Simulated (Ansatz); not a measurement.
C5H8Si, SMILES C#C[C@@H]1C[C@@H]1[SiH3].

Geometry optimised at ωB97X-D3(BJ)/def2-SVP. The structure was generated by enumeration; whether it is a known compound was not checked.

Two levels are set side by side: PBE/def2-SVPD (Ansatz, a first-principles code) and CAM-B3LYP/def2-SVPD (Ansatz). Energy differences of separate SCF runs at the same geometry; the states with an electron removed or added have multiplicity 2 and 2. Differences are taken from unrounded values.

| quantity | CAM-B3LYP | PBE | PBE minus CAM-B3LYP |
|---|---|---|---|
| vertical ionisation energy (eV) | 9.52 | 9.17 | -0.35 |
| vertical singlet–triplet gap (eV) | 5.48 | 5.32 | -0.16 |
